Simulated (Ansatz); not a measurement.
`C[B](F)[GeH3]` at its PBE0-D4/def2-TZVP geometry, where that method's forces vanish. The species carries charge 0 and has multiplicity 1.

```xyz
10

C    -0.3632   -1.3055   -0.8865
B    -0.5775    0.1610   -0.4152
F    -1.5677    0.8753   -0.9397
Ge    0.6032    1.1258    1.0132
H    -0.3845   -1.9837   -0.0259
H    -1.0953   -1.6395   -1.6247
H     0.6432   -1.4134   -1.3080
H     1.2694    2.3820    0.4216
H     1.7198    0.2133    1.5530
H    -0.2474    1.5847    2.2124
```

Question: What forces (eV/Å) does ωB97M-V/def2-TZVPP give on these atoms in Ansatz? (An estimate is asked.)

Answer: Computed: 
```
C1   0.019 -0.113 -0.035
B2   0.190 -0.066  0.131
F3  -0.141  0.108 -0.072
Ge4  0.023  0.052  0.042
H5  -0.004  0.051 -0.057
H6   0.053  0.029  0.056
H7  -0.069  0.014  0.027
H8  -0.050 -0.095  0.040
H9  -0.080  0.058 -0.042
H10  0.060 -0.037 -0.090
```
